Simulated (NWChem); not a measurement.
Molecule: Si2NH7O; SMILES N[Si@H](O)[SiH3]

```xyz
11

N     -1.4127     1.2448    -0.3014
Si     0.0239     0.5781     0.3634
O      1.3915     1.2528    -0.3338
Si     0.0139    -1.7363    -0.0494
H     -1.7315     2.1596    -0.0010
H     -1.6472     1.0815    -1.2742
H     -0.0105     0.8746     1.8299
H      2.2361     0.8483    -0.1129
H     -0.2613    -1.9973    -1.4990
H     -1.0278    -2.4408     0.7613
H      1.3439    -2.3491     0.2722
```
Atoms are numbered in this order, from 1.

All runs: NWChem. The geometry was optimised at PBE0/def2-SVP. GIAO values for the isolated, static molecule; σ is the absolute isotropic shielding, δ = σ(reference) − σ with the isolated reference molecule computed at the same levels (1H: tetramethylsilane, 15N: ammonia, 17O: water, 29Si: tetramethylsilane).

For level KT2/pcSseg-1:

```yaml
"δ N1 (ppm)": 39.1
"δ Si2 (ppm)": -16.0
"δ O3 (ppm)": 70.8
"δ Si4 (ppm)": -116.5
"δ H6 (ppm)": 1.12
"δ H7 (ppm)": 5.48
"δ H8 (ppm)": 0.49
```

What are these values for level BHandHLYP/pcSseg-1?


| Item | Value |
|---|---|
| δ N1 (ppm) | 30.4 |
| δ Si2 (ppm) | -19.9 |
| δ O3 (ppm) | 54.7 |
| δ Si4 (ppm) | -105.4 |
| δ H6 (ppm) | 0.99 |
| δ H7 (ppm) | 4.86 |
| δ H8 (ppm) | 0.65 |
